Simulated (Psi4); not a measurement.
Psi4 was given this input:
```
memory 2 GB

molecule {
0 1
Si   -0.96231450   -0.03780496   -0.06063844
Cl    1.04230854    0.04094756    0.06567912
H    -1.31550955   -1.02748432   -1.07192008
H    -1.44611841    1.28449229   -0.44059408
H    -1.48521425   -0.42384708    1.24490737
}

set {
  basis aug-cc-pvdz
  freeze_core true
}

energy('mp4')
print_variables()
```

Question: What nuclear repulsion energy does MP4/aug-cc-pVDZ in Psi4 give?

Answer: 88.1002 Eh

Question: Predict the number of basis functions from MP4/aug-cc-pVDZ.

Answer: 81

Question: What total energy does MP4/aug-cc-pVDZ give?

Answer: -750.519770 Ha
